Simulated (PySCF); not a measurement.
Peak assignment

Geometry:
| atom | x (Å) | y (Å) | z (Å) |
| --- | --- | --- | --- |
| C1 | 1.825 | -0.699 | -0.550 |
| C2 | 0.933 | -0.252 | 0.321 |
| F3 | 0.937 | -0.592 | 1.604 |
| C4 | -0.197 | 0.691 | -0.004 |
| F5 | -0.130 | 1.778 | 0.785 |
| F6 | -0.111 | 1.081 | -1.285 |
| C7 | -1.600 | 0.073 | 0.191 |
| F8 | -1.808 | -0.215 | 1.467 |
| F9 | -2.527 | 0.929 | -0.212 |
| F10 | -1.704 | -1.041 | -0.525 |
| H11 | 2.619 | -1.374 | -0.228 |
| H12 | 1.766 | -0.387 | -1.591 |

- coordinates at the PBE0-D3(BJ)/def2-SVP level
- spin–spin couplings from B3LYP/pcJ-1 (spin–dipole term only in couplings to heteroatoms)
- NMR shieldings at KT3/pcSseg-1/GIAO
- code: PySCF
- one conformer, non-relativistic, averaged over atoms made equivalent by symmetry, fast rotation or ring inversion, isolated molecule

Shifts are taken against calculated references (same method and geometry level): 13C (σref 182.31) and 1H (σref 31.32) against TMS.

**Question.** Assign these signals to the numbered atoms. 13C{1H} NMR (computed): δ 154.1 (C, dt, J = 342.1, 28.1 Hz), 121.9 (C, qtd, J = 355.8, 36.6, 3.9 Hz), 109.3 (C, tqd, J = 312.5, 41.0, 36.0 Hz), 93.0 (CH2, dt, J = 12.9, 5.4 Hz).

**Answer.** 
```tsv
δ (ppm)	atoms	environment	reason
154.1	C2	fully substituted alkene carbon	the olefinic region
121.9	C7	CF3 carbon	3 electronegative neighbours deshield it
109.3	C4	allylic fully substituted sp3 carbon bonded to 2 F	2 electronegative neighbours deshield it
93.0	C1	terminal =CH2 carbon	–
```

**Question.** Assign these signals to the numbered atoms. 1H NMR (400 MHz, computed): δ 5.25 (ddt, J = 38.3, 3.4, 1.0 Hz, 1H), 5.16 (ddt, J = 12.2, 3.4, 2.1 Hz, 1H).

**Answer.** 
5.25 → H12, hydrogen on a terminal =CH2 carbon: attached to an sp2 carbon and in the plane of the double bond
5.16 → H11, hydrogen on a terminal =CH2 carbon

H12 and H11 lie closer than the usual error of such a calculation, so a measured spectrum could show them in the other order.

C–F couplings over four or more bonds (about 3 Hz to the para carbon of a fluoroarene) are left out. Common functionals overestimate the size of one-bond C–F couplings by tens of Hz; these are unscaled. Multiplet labels drop couplings under 1 Hz and merge nearly equal ones. Shifts are as computed, not scaled to solution data. Of 1211 compounds with measured shifts, 218 miss one by over three times the rms of a fit or turn the order of signals round; such compounds aren't used in these exercises.
